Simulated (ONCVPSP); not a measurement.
Pb (Z = 82): ONCV pseudisation with PBE, scalar-relativistic reference atom.

| Item | Value |
| --- | --- |
| Element | lead (Pb) |
| Generator | ONCVPSP 4.0.1 |
| Type | optimised norm-conserving Vanderbilt (ONCV) |
| Functional | PBE |
| Relativity | scalar-relativistic |
| Frozen core | [Xe] 4f14 |
| Valence charge | 14 |
| Reference configuration | 5d10 6s2 6p2 |
| Partial waves | 6s: rc 1.55 bohr, ncon 4, nbas 8, qcut 5.3 1/bohr, local; 6p: rc 2.30 bohr, ncon 4, nbas 7, qcut 3.5 1/bohr, 1 projector; 5d: rc 1.75 bohr, ncon 4, nbas 9, qcut 9.6 1/bohr, 2 projectors, debl 1.9 Ha |
| Local potential | the s channel |
| Core correction | none |

All-electron outer shells of the reference configuration (PBE, scalar-relativistic, ld1.x):

| shell | level (eV) | outermost node (bohr) | outermost maximum (bohr) |
| --- | --- | --- | --- |
| 4f | -132.89 | – | 0.35 |
| 5p | -85.83 | 0.49 | 0.88 |
| 5d | -21.18 | 0.52 | 1.07 |
| 6s | -12.04 | 1.01 | 1.95 |
| 6p | -3.50 | 1.18 | 2.67 |

(1) Does the generator finish with these settings?

Answers

(1) No. ONCVPSP 4.0.1 stopped with "optimize: ERROR ps0norm > uunorm, code will stop": the continuity conditions at rc already need more norm inside rc than the all-electron wave has, so norm conservation cannot be met. It happened in the s channel.
